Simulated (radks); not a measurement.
Spherical quantum dot in the effective-mass picture: electrons in a hard-walled sphere of radius 2.56, with a point charge +1 (a donor) at the centre, all in effective atomic units (hartree* = m*/eps^2 hartree, bohr* = eps/m* bohr), one dielectric constant everywhere. Method: non-relativistic Kohn-Sham, LDA (Slater exchange, Perdew-Wang correlation), spin-polarised, spherical densities; computed with a radial shooting solver with Libxc functionals. Levels are named by radial order and angular momentum (1s, 1p, 1d, 2s, ...), and open shells are averaged over m.

N = 23, configuration 1s2 1p6 1d10 2s2 1f(up 3, down 0). This is the lowest configuration that the search found. Occupied and some empty levels:

level,occupation,eigenvalue (hartree*),<r> (bohr*)
1s up,1,11.950,1.608
1s down,1,11.999,1.600
1p up,3,12.428,1.735
1p down,3,12.484,1.731
1d up,5,13.171,1.810
1d down,5,13.229,1.808
2s up,1,14.120,1.079
2s down,1,14.140,1.083
1f up,3,14.159,1.867
1f down,0,14.219,1.867
1g up,0,15.373,1.914
1g down,0,15.435,1.914
2p up,0,15.787,1.323
2p down,0,15.815,1.323
2d up,0,17.456,1.455
2d down,0,17.489,1.454

Energy (hartree*): total 166.863, kinetic 57.620, external -15.390, Hartree 139.06, exchange-correlation -14.424.

Electron density:

r (bohr*),n(r) (e/bohr*^3)
0.135,1.251
0.262,0.9648
0.390,0.7436
0.517,0.5754
0.645,0.4520
0.772,0.3688
0.900,0.3234
1.03,0.3137
1.16,0.3372
1.28,0.3879
1.41,0.4566
1.54,0.5268
1.67,0.5790
1.79,0.5907
1.92,0.5453
2.05,0.4410
2.17,0.2948
2.30,0.1467
2.43,0.03836
2.56,0.00009936
